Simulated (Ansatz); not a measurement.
[ScF6]3- (ScF6³⁻), relaxed as a singlet with RKS r2SCAN-D4/def2-SVPD in Ansatz, starting from the GFN2-xTB (ALPB water) geometry. Force threshold 0.02 eV/Å.

A multiply charged anion in the gas phase is held together partly by the finite basis. Removing one electron lowers the energy by 2.92 eV at PBE0-D4/def2-TZVPD, so it isn't bound. The highest occupied level of the charge -3 singlet lies above zero (up to 6.16 eV). By energy differences it is unbound by 2.92 eV (vertical, against the charge -2 doublet, at PBE0-D4/def2-TZVPD) and held by the finite basis.

Start:

```tsv
atom	x (Å)	y (Å)	z (Å)
Sc1	0.000	0.000	0.000
F2	1.242	1.266	-0.947
F3	-1.242	-1.266	0.947
F4	0.108	1.134	1.656
F5	-0.108	-1.134	-1.656
F6	1.577	-1.074	0.632
F7	-1.577	1.074	-0.632
```

```json
{"step": "1", "energy (eV)": "-36983.9628", "largest force component (eV/Å)": "1.025", "SCF passes": "14"}
{"step": "2", "energy (eV)": "-36984.1576", "largest force component (eV/Å)": "0.285", "SCF passes": "16"}
{"step": "3", "energy (eV)": "-36984.1772", "largest force component (eV/Å)": "0.018", "SCF passes": "17"}
```

Force components are those of the run's own axes.

End:

```
atom   x (Å)   y (Å)   z (Å)
 Sc1   0.000   0.000   0.000
  F2   1.287   1.312  -0.981
  F3  -1.287  -1.312   0.981
  F4   0.112   1.175   1.716
  F5  -0.112  -1.175  -1.716
  F6   1.634  -1.113   0.655
  F7  -1.634   1.113  -0.655
```

By distances, no bond broke or formed. The bond that changes most is Sc1–F4, from 2.01 to 2.08 Å (atoms count from 1).

No frequencies were taken in this run, so the end may be a saddle point.

Hardware: 4 threads of Intel Xeon on a shared host. Wall time 8 s.
